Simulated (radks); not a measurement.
The numbers below are computed, except where a source is named.
Problem. All-electron atom: Ho IV in [Xe] 4f8 6s2 (not the ground configuration). Code: a radial shooting solver on a logarithmic mesh with Libxc functionals. Model: Dirac Kohn-Sham, BLYP, spin-unpolarised, spherical densities, point nucleus; open shells fill j = l - 1/2 first. Some entries of the table are withheld. Estimate them.

orbital  occ.  eigenvalue (eV)  <r> (bohr)
1s1/2       2              (1)     0.02073
2s1/2       2        -9325.884         (2)
2p1/2       2              (3)     0.07290
2p3/2       4              (4)     0.08007
3s1/2       2              (5)      0.2295
3p1/2       2        -1934.145      0.2192
3p3/2       4        -1755.228      0.2327
3d3/2       4        -1419.796      0.2054
3d5/2       6        -1380.731      0.2096
4s1/2       2        -467.0229      0.5167
4p1/2       2        -389.2022      0.5258
4p3/2       4        -348.4884      0.5560
4d3/2       4        -220.1864      0.5827
4d5/2       6        -212.7048      0.5931
5s1/2       2         -94.6299       1.204
5p1/2       2         -71.5362       1.318
5p3/2       4         -65.0734       1.398
4f5/2       6         -57.5772         (6)
4f7/2       2         -56.3952         (7)
6s1/2       2         -28.0549       2.772

Solution. 
(1) 1s1/2 eigenvalue (eV): -55498.38
(2) 2s1/2 <r> (bohr): 0.08753
(3) 2p1/2 eigenvalue (eV): -8878.280
(4) 2p3/2 eigenvalue (eV): -8021.209
(5) 3s1/2 eigenvalue (eV): -2129.826
(6) 4f5/2 <r> (bohr): 0.7118
(7) 4f7/2 <r> (bohr): 0.7197
